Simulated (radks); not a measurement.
Task: All-electron atom: Fe2+ in [Ar] 3d6. All-electron calculation, scalar-relativistic Kohn-Sham, MS2 meta-GGA, spin-unpolarised, spherical densities, finite nucleus; meta-GGA in the generalised Kohn-Sham scheme; Fermi nuclear charge, rms radius 3.7377 fm. Program: a radial shooting solver on a logarithmic mesh with Libxc functionals. Some entries of the table are withheld. Estimate them.

| orbital | occ. | eigenvalue (hartree) | <1/r> (bohr^-1) | <r> (bohr) |
|---|---|---|---|---|
| 1s | 2 | -258.4624 | 25.99 | (1) |
| 2s | 2 | (2) | 5.579 | 0.2659 |
| 2p | 6 | -26.45218 | 5.452 | 0.2354 |
| 3s | 2 | (3) | (4) | 0.8091 |
| 3p | 6 | (5) | 1.598 | 0.8571 |
| 3d | 6 | -0.93587 | 1.233 | 1.083 |
| 4s | 0 | -0.72908 | 0.5140 | 2.514 |
| 4p | 0 | -0.51241 | 0.4254 | 3.009 |

Result: 
(1) 1s <r> (bohr): 0.05841
(2) 2s eigenvalue (hartree): -31.06738
(3) 3s eigenvalue (hartree): -4.23751
(4) 3s <1/r> (bohr^-1): 1.741
(5) 3p eigenvalue (hartree): -2.93195
